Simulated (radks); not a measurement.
Question: Coherent X-ray form factor from a spherical all-electron density. Calculated with a radial shooting solver on a logarithmic mesh with Libxc functionals: scalar-relativistic Kohn-Sham, LDA (Slater exchange, Perdew-Zunger correlation), spin-polarised, spherical densities, finite nucleus; Fermi nuclear charge, rms radius of each element as measured or else 0.836 A^(1/3) + 0.57 fm.

| sin(theta)/lambda (1/angstrom) | f0 (electrons) |
|---|---|
| 0.05 | 48.476 |
| 0.1 | 47.004 |
| 0.15 | 44.838 |
| 0.2 | 42.281 |
| 0.25 | 39.597 |
| 0.3 | 36.961 |
| 0.4 | 32.151 |
| 0.5 | 28.099 |
| 0.6 | 24.803 |
| 0.8 | 20.185 |
| 1 | 17.279 |
| 1.25 | 14.540 |
| 1.5 | 12.086 |
| 2 | 8.219 |

The species is in the configuration that NIST lists as its ground one. Which atom or ion scatters so?

Answer: The iodine ion I4+, [Kr] 4d10 5s2 5p1. Extrapolating in s^2 from the first two rows gives f0(0) = 49.0, near the electron count 49; among species with that count, the fall with angle is slower the higher Z, and the table is that of Z = 53; from so few rows the species is fixed only to a neighbour or two.
